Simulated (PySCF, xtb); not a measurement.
Bi(OH)2(OMe) (CH5BiO3), SMILES C[O][Bi]([OH])[OH].

GFN2-xTB (xtb 6.7.1) at its own geometry gives an orbital gap of 6.48 eV and a dipole moment of 1.44 D.

Coordinates come from a PBE0-D3(BJ)/def2-SVP optimisation. The structure was generated by enumeration; whether it is a known compound was not checked. The def2 effective core potentials stand for the cores of Bi; spin–orbit coupling is left out. Other conformers were not sampled.

Q: What does PBE/def2-TZVP run with PySCF give? (The exact figures need the calculation; the answer reports its results.)

A: gap 4.36 eV (levels -6.11 and -1.75 eV), dipole 1.12 D.
